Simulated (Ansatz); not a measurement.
```yaml
crystal:
  periodic: [false, false, false]
  atoms:
    - {symbol: C, position_ang: [-0.425766, 1.831758, -1.304966]}
    - {symbol: O, position_ang: [0.674956, 0.996023, -0.866585]}
    - {symbol: Cu, position_ang: [0.445668, -0.475633, 0.266085]}
    - {symbol: N, position_ang: [0.473251, -1.949580, 1.517490]}
    - {symbol: H, position_ang: [-0.980606, 1.077873, -2.010733]}
    - {symbol: H, position_ang: [-1.134387, 2.191293, -0.705047]}
    - {symbol: H, position_ang: [0.101526, 2.553258, -2.198077]}
    - {symbol: H, position_ang: [0.159101, -1.511587, 2.581991]}
    - {symbol: H, position_ang: [-0.303714, -2.481051, 1.084197]}
    - {symbol: H, position_ang: [1.303009, -2.239377, 1.389497]}
basis:
  gaussian: {orbitals: x2c-TZVPPall, fitting: {mean_field: def2-universal-jkfit}}
magnetization: {spin_polarized: true, initial_magnetization: 2}
hamiltonian: {xc: {name: PBE0-DH}}
accuracy: high
output: {forces: true}
```

```sh
$ ansatz run in.yaml --threads 2 --pin off --events-out ev --progress --plain --max-ram 32768MiB --backend cpu
```

It prints (some lines left out):

```
Functional definition: PBE0-DH
601 factors; integrals over basis functions are off by at most 1.0e0 eV
mean field evaluation 1: about -49672.5592 eV, gradient 5.1e1 eV
mean field evaluation 2: about -49672.5583 eV, gradient 5.1e1 eV
mean field evaluation 4: about -49678.5668 eV, gradient 2.9e1 eV
mean field evaluation 8: about -49681.1597 eV, gradient 1.7e0 eV
mean field evaluation 16: about -49681.3623 eV, gradient 3.3e0 eV
mean field evaluation 32: about -49681.2027 eV, gradient 8.0e0 eV
mean field evaluation 64: about -49681.4156 eV, gradient 4.5e-1 eV
mean field -49681.46729051 eV, -1825.7602476182 hartree, gradient 1.6e-8 eV, S^2 2.005504; 8 other end points of the search recorded, 0 dependent functions left out
8 core orbitals not correlated: weight in the atoms' cores, before any rotation towards them, 1.000 or more for the frozen orbitals, at most 0.000 for the correlated occupied ones
reference -49681.46729313 eV, -1825.7602477144 hartree; 21, 19 occupied and 212, 214 virtual orbitals, 601 factors
second order -46.67277768 eV of doubles, -0.00000000 eV of singles
Total energy: -49687.30139034 eV, -1825.9746468324 hartree
Relativity: scalar
Atom 0 at    -0.425766     1.831758    -1.304966 Å, force     4.910440    -3.845764    -7.625932 eV/Å
Atom 1 at     0.674956     0.996023    -0.866585 Å, force    -1.325738     0.462246     1.764934 eV/Å
Atom 2 at     0.445668    -0.475633     0.266085 Å, force    -0.292553     2.194292    -2.278966 eV/Å
Atom 3 at     0.473251    -1.949580     1.517490 Å, force    -9.698880     4.589203     4.095033 eV/Å
Atom 4 at    -0.980606     1.077873    -2.010733 Å, force     0.331305     1.493981     0.998943 eV/Å
Atom 5 at    -1.134387     2.191293    -0.705047 Å, force    -2.039887     2.016790     3.008607 eV/Å
Atom 6 at     0.101526     2.553258    -2.198077 Å, force    -1.857488    -1.329817     3.063998 eV/Å
Atom 7 at     0.159101    -1.511587     2.581991 Å, force     1.337865    -1.917114    -3.228420 eV/Å
Atom 8 at    -0.303714    -2.481051     1.084197 Å, force     0.875948    -0.101723     0.649218 eV/Å
Atom 9 at     1.303009    -2.239377     1.389497 Å, force     7.758988    -3.562095    -0.447415 eV/Å
Dipole moment:    -0.146297    -0.505424     0.547923 e Å
```

Hardware: 2 threads of a server CPU on a shared host. Wall time 3 min, peak host memory 1.1 GiB.
